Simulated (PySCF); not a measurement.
Species: C7H12BF.
Cartesian coordinates in Å at the PBE0-D3(BJ)/def2-SVP level; atoms count from 1:
```
atom  x, y, z in Å
C1     1.8927   -0.0352    1.3529
C2     1.4739    0.4728    0.0073
C3     2.3337    1.1695   -0.7381
F4     2.0128    1.6414   -1.9500
C5     0.0918    0.1590   -0.4734
B6    -0.3367   -1.3346   -0.7226
C7    -1.8635   -1.4421   -0.3939
C8    -2.3241    0.0109   -0.2105
C9    -1.0942    0.7512    0.3169
H10    2.9304    0.2382    1.5929
H11    1.8122   -1.1350    1.3955
H12    1.2486    0.3646    2.1532
H13    3.3619    1.4105   -0.4537
H14    0.0002    0.5328   -1.5202
H15    0.3912   -2.2250   -1.0977
H16   -1.8538   -1.9604    0.5918
H17   -2.4911   -2.0687   -1.0455
H18   -3.2030    0.1240    0.4437
H19   -2.6064    0.4288   -1.1928
H20   -0.9660    0.5335    1.3924
H21   -1.1697    1.8459    0.2219
```

Level: PBE0/pcSseg-1 in PySCF, non-relativistic, on one gas-phase PBE0-D3(BJ)/def2-SVP geometry that isn't relaxed in the solvent. The solvent is an IEF-PCM continuum (cavity from Bondi-type radii × 1.2). Specific hydrogen bonds and non-electrostatic terms are outside this model.

| run | E − E(gas) (kJ/mol) | HOMO (eV) | HOMO–LUMO gap (eV) | dipole (D) |
| --- | --- | --- | --- | --- |
| gas | 0.00 | -6.64 | 5.85 | 1.61 |
| P | -10.27 | -6.63 | 5.96 | 2.06 |
| Q | -5.32 | -6.62 | 5.91 | 1.83 |

Q: The runs were made in benzene and dichloromethane. Which run belongs to which solvent?

A: P = dichloromethane, Q = benzene. The dielectric constants are 2.271 (benzene), 8.93 (dichloromethane), and the energy falls further as ε rises. In this model the ground state sees the solvent through ε alone.

Q: How constant is the ratio of the lowering to (ε − 1)/(2ε + 1)?

A: 
```json
{"solvent": "benzene", "(ε − 1)/(2ε + 1)": "0.229", "E − E(gas) (kJ/mol)": "-5.32", "ratio (kJ/mol)": "-23.2", "polarisation term (kJ/mol)": "-5.60"}
{"solvent": "dichloromethane", "(ε − 1)/(2ε + 1)": "0.420", "E − E(gas) (kJ/mol)": "-10.27", "ratio (kJ/mol)": "-24.4", "polarisation term (kJ/mol)": "-11.36"}
```

The ratio changes by +5.4 % in size from benzene to dichloromethane. The polarisation term is half the interaction of the solute with the induced surface charges.
